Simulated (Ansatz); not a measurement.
`BC[SiH](C)Cl` + `[CH3][Zn][F]` → `C[SiH](F)Cl` + `B[CH2][Zn][CH3]`  (redistribution)

Calculated with Ansatz (gas phase, PBE0-D4/def2-TZVP geometries, no zero-point term in ΔE). CCSD(T)/CBS is the MP2 limit (def2-TZVPP, def2-QZVPP) plus CCSD(T) − MP2 in def2-TZVPP, frozen cores. Functionals use def2-TZVPP. For Zn outer-core shells are correlated without core-valence functions, which leaves a few kJ/mol of doubt a bond. Scalar relativity is left out up to krypton. One conformer a species, not always the lowest.

| level | ΔE (eV) |
| --- | --- |
| B2PLYP | -0.77 |
| MP2/def2-TZVPP | -0.80 |

Q: What does CCSD(T)/CBS give? (Estimate.)

A: The calculation gave: -0.72 eV. The listed levels differ from it by -0.05, -0.08 eV.

Largest T1 diagnostic among the species: 0.016.

The D4 term adds +0.06 eV with B3LYP and +0.03 eV with PBE0; it sums over pairs of atoms, weighted by their polarisabilities, and B3LYP, whose exchange is more repulsive, gets the larger term. In def2-TZVPP, CCSD(T) changes the Hartree–Fock value by −0.08 eV (the triples alone add −0.02 eV) and MP2 by −0.10 eV.

B3LYP here is the variant with VWN-RPA as its local correlation; programs differ in this.
